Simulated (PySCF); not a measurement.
A species of formula C4H6OSSi has this rotational fingerprint, computed with PBE0/def2-SVPD in PySCF (dipole) on a GFN2-xTB geometry, gas phase:

* Rotational constants: A = 3535, B = 1012, C = 814.9 MHz
* Dipole components: |μa| = 2.91 D, |μb| = 0.91 D, |μc| = 0.72 D
* Inertial defect: -22.03 u·Å²
* κ: -0.85

Question: Which candidate fits, each taken in the one conformer that was computed?
A. `[SiH3:1][O:2][c:3]1[cH:4][cH:5][s:6][cH:7]1` with Si1–O2–C3–C4 180°
B. `[O:1]=[CH:2][C@H:3]1[SiH2:4][CH:5]=[CH:6][S:7]1` with O1–C2–C3–Si4 88°
C. `S=C1O[Si@@H](C)C=C1`
D. `[CH:1]#[C:2][CH2:3][C:4](=[O:5])[SiH2:6][SH:7]` with C2–C3–C4–O5 -146°, C3–C4–Si6–S7 168°, C4–Si6–S7–H 6°
E. `O=C1CSC=C1[SiH3]`
F. `[CH2:1]=[CH:2][SiH2:3][O:4][CH:5]=[C:6]=[S:7]` with C1–C2–Si3–O4 -177°, C2–Si3–O4–C5 180°, Si3–O4–C5–C6 1°

Answer: D. It is C#CCC(=O)[SiH2]S, an asymmetric top, point group C1. The candidates at the same level (rigid rotor, commonest isotopes):

```tsv
SMILES	A (MHz)	B (MHz)	C (MHz)	μa (D)	μb (D)	μc (D)	Δ (u·Å²)	point group	rotor
O=C1CSC=C1[SiH3]	3246	1351	970.4	1.64	2.06	0.00	-9.06	Cs	asymmetric top
O=C[C@H]1[SiH2]C=CS1	2771	1612	1092	3.26	0.86	0.15	-33.27	C1	asymmetric top
C#CCC(=O)[SiH2]S	3535	1012	814.9	2.91	0.91	0.72	-22.03	C1	asymmetric top
C=C[SiH2]OC=C=S	6784	666.3	611.0	1.35	0.25	0.00	-5.80	near Cs	near-prolate asymmetric top
C[Si@H]1C=CC(=S)O1	4209	1164	997.2	4.78	1.85	0.38	-47.43	C1	asymmetric top
[SiH3]Oc1ccsc1	5509	1006	858.8	0.50	0.13	0.00	-5.73	Cs	near-prolate asymmetric top
```

`O=C1CSC=C1[SiH3]` has B 33 % too high; `C=C[SiH2]OC=C=S` has A 92 % too high; `O=C[C@H]1[SiH2]C=CS1` has B 59 % too high; `C[Si@H]1C=CC(=S)O1` has C 22 % too high; `[SiH3]Oc1ccsc1` has A 56 % too high. No structure here is proved a minimum.
